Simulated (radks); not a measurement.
Dy64+, configuration [He] (the NIST ground configuration). All-electron calculation, scalar-relativistic Kohn-Sham, LDA (Slater exchange, VWN5 correlation), spin-polarised, spherical densities, finite nucleus; Fermi nuclear charge, rms radius 5.2218 fm. Program: a radial shooting solver on a logarithmic mesh with Libxc functionals.

Normalised radial functions P(r) = r R(r), r in bohr:

```
   r/bohr * 1s (the largest magnitude, 6.13, reaches the edge; | marks zero)
 0.000816 |          *
0.0009499 |           *
 0.001106 |             *
 0.001277 |               *
 0.001487 |                 *
 0.001731 |                   *
 0.001999 |                     *
 0.002327 |                        *
 0.002709 |                          *
 0.003129 |                             *
 0.003642 |                                *
  0.00424 |                                    *
 0.004897 |                                       *
 0.005701 |                                          *
 0.006637 |                                             *
 0.007665 |                                                *
 0.008923 |                                                   *
  0.01039 |                                                     *
    0.012 |                                                      *
  0.01397 |                                                      *
  0.01626 |                                                     *
  0.01878 |                                                   *
  0.02186 |                                                *
  0.02545 |                                           *
  0.02939 |                                     *
  0.03421 |                               *
  0.03983 |                        *
    0.046 |                  *
  0.05355 |            *
  0.06234 |        *
    0.072 |    *
  0.08382 |  *
```

1s: eigenvalue -61413 eV, 0 radial nodes, <r> = 0.0210 bohr, 90 % of the charge inside 0.0380 bohr.
